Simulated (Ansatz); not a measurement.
`C=C=C[SiH](C)F` → `C=C=CC` + `F[SiH]`  (silylene formation by 1,1-elimination)

Isolated molecules relaxed with PBE0-D4/def2-TZVP in Ansatz; ΔE leaves out vibrations. CBS: MP2 limit from def2 TZ/QZ plus the TZ coupled-cluster correction, frozen cores. This one scheme is used for every species. DFT in def2-TZVPP. B3LYP here is the variant with VWN-RPA as its local correlation; programs differ in this. Each species was taken in one conformer, which may not be the lowest.

Q: Is it downhill or uphill in electronic energy at CCSD(T)/CBS, and by how much? (An estimate is asked.)

A: Ansatz gave: Uphill: ΔE = +64.5 kcal/mol.

Q: What do these levels give: PBE-D4, B2PLYP, B3LYP, HF/def2-TZVPP, CCSD(T)/def2-TZVPP, HF/def2-QZVPP? (Best estimate.)

A: Computed: PBE-D4 63.4, B2PLYP 62.3, B3LYP 58.6, HF/def2-TZVPP 60.4, CCSD(T)/def2-TZVPP 63.0, HF/def2-QZVPP 60.3 kcal/mol.

Largest T1 diagnostic among the species: 0.015.

The D4 term adds +4.0 kcal/mol with B3LYP and +2.2 kcal/mol with PBE0; it sums over pairs of atoms, weighted by their polarisabilities, and B3LYP, whose exchange is more repulsive, gets the larger term. From PBE to PBE0 (25 % exact exchange), in def2-TZVPP and without D4, ΔE moves by +3.6 kcal/mol.
